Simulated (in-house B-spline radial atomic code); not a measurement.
Configurations of the technetium ion Tc²⁺, with energies counted from [Kr] 4d5. Level of theory: non-relativistic BHandHLYP, spin-polarised, spherical fractional occupations, point nucleus; calculated with an all-electron radial atomic-structure program (B-spline basis). Caution: exact exchange at fractional occupations of open shells leaves self-interaction of up to several eV. Shells without spins written out take the highest spin.

Occupations are held fixed; configurations that lie above the ionisation limit could autoionise.

```json
{"configuration": "[Kr] 4d4 5s1", "E - E(ref) (eV)": "9.7709", "highest orbital": "5s up", "its <r> (bohr)": "2.803"}
{"configuration": "[Kr] 4d(2 up, 3 down)", "E - E(ref) (eV)": "12.867", "highest orbital": "4d up", "its <r> (bohr)": "1.65"}
{"configuration": "[Ar] 3d10 4s2 4p5 4d5 5s1", "E - E(ref) (eV)": "44.774", "highest orbital": "5s up", "its <r> (bohr)": "2.777"}
{"configuration": "[Ar] 3d10 4s2 4p5 4d5 4f1", "E - E(ref) (eV)": "61.056", "highest orbital": "4f up", "its <r> (bohr)": "5.597"}
{"configuration": "[Ar] 3d9 4s2 4p6 4d5 5s1", "E - E(ref) (eV)": "275.23", "highest orbital": "5s up", "its <r> (bohr)": "2.755"}
{"configuration": "[Ar] 3d(5 up, 4 down) 4s2 4p6 4d(5 up, 0 down) 5p(0 up, 1 down)", "E - E(ref) (eV)": "282.25", "highest orbital": "5p down", "its <r> (bohr)": "3.419"}
{"configuration": "[Ar] 3d9 4s2 4p6 4d5 5d1", "E - E(ref) (eV)": "288.61", "highest orbital": "5d up", "its <r> (bohr)": "4.777"}
```

**Question.** Order these further configurations by energy, lowest first.
A. [Ar] 3d10 4s2 4p5 4d6
B. [Ar] 3d10 4s2 4p5 4d5 5p1
C. [Ar] 3d(4 up, 5 down) 4s2 4p6 4d(5 up, 0 down) 5f(1 up, 0 down)
D. [Ar] 3d9 4s2 4p6 4d5 4f1
E. [Ar] 3d(4 up, 5 down) 4s2 4p6 4d(5 up, 0 down) 5d(1 up, 0 down)

**Answer.** A (44.299 eV), B (51.287 eV), E (290.11 eV), D (291.72 eV), C (295.51 eV).

**Question.** How far above the reference does [Ar] 3d9 4s2 4p6 4d5 5p1 lie?

**Answer.** 281.77 eV; its least bound orbital is 5p up with <r> = 3.293 bohr.

**Question.** How far above the reference does [Kr] 4d(0 up, 4 down) 5f(1 up, 0 down) lie?

**Answer.** 28.273 eV; its least bound orbital is 5f up with <r> = 9.992 bohr.

**Question.** How far above the reference does [Ar] 3d10 4s2 4p5 4d5 5d1 lie?

**Answer.** 58.091 eV; its least bound orbital is 5d up with <r> = 4.84 bohr.
